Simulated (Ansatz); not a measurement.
Geometry optimisation, Ansatz, RKS PBE/def2-SVP.

The input (input.yaml):

```yaml
crystal:
  periodic: [false, false, false]
  atoms:
    - { symbol: W, position_ang: [0.0, 0.0, 0.0] }
    - { symbol: H, position_ang: [0.8322, 0.0, 1.7303] }
    - { symbol: F, position_ang: [1.8273, 0.0, 0.9293] }
    - { symbol: H, position_ang: [0.0, 1.72, 0.0] }
    - { symbol: F, position_ang: [-1.85, 0.0, 0.0] }
    - { symbol: F, position_ang: [0.0, -1.85, 0.0] }
    - { symbol: H, position_ang: [0.0, 0.0, -1.72] }
basis:
  gaussian: { orbitals: def2-SVP }
hamiltonian:
  xc: pbe
relax:
  f_tol: 0.15
  max_steps: 25
  restrain:
    - { distance: [1, 2], at: 2.12, k: 30.0 }
    - { distance: [0, 1], at: 1.72, k: 30.0 }
    - { distance: [0, 2], at: 1.85, k: 30.0 }
```

Command:

```bash
$ ansatz run input.yaml --threads 1 --pin off --max-ram 2048MiB --backend cpu --events-out ev --progress --plain --runs-dir out
```

Where does it end, and by what steps?

The forces met the threshold. The restraints hold the end off the free minimum. After 13 steps the energy has fallen by 4.883 eV (the restraints' own energy left out); H2 moved furthest, 1.13 Å.

```csv
step,energy less start (eV),largest force component (eV/Å),accepted
0,0.0000,3.174,yes
1,-1.2074,2.534,yes
2,-2.3225,1.864,yes
3,-3.3783,1.478,yes
4,-4.1122,1.161,yes
5,-4.5506,0.791,yes
6,-4.7826,0.736,yes
7,-4.8494,0.620,yes
8,-4.8577,0.588,yes
9,-4.8687,0.579,yes
10,-4.8743,0.493,yes
11,-4.8761,0.538,yes
12,-4.8785,0.548,yes
13,-4.8828,0.494,yes
```

```xyz
7
Properties=species:S:1:pos:R:3
W 0.011 -0.247 0.136
H 0.205 0.879 1.407
F 1.781 -0.360 0.650
H 0.334 1.452 0.072
F -1.803 -0.180 0.432
F 0.162 -2.103 -0.358
H 0.121 0.428 -1.400
```

The run took 49 s on 1 thread of Arm Neoverse V2, on a shared host, peak memory 0.12 GiB.
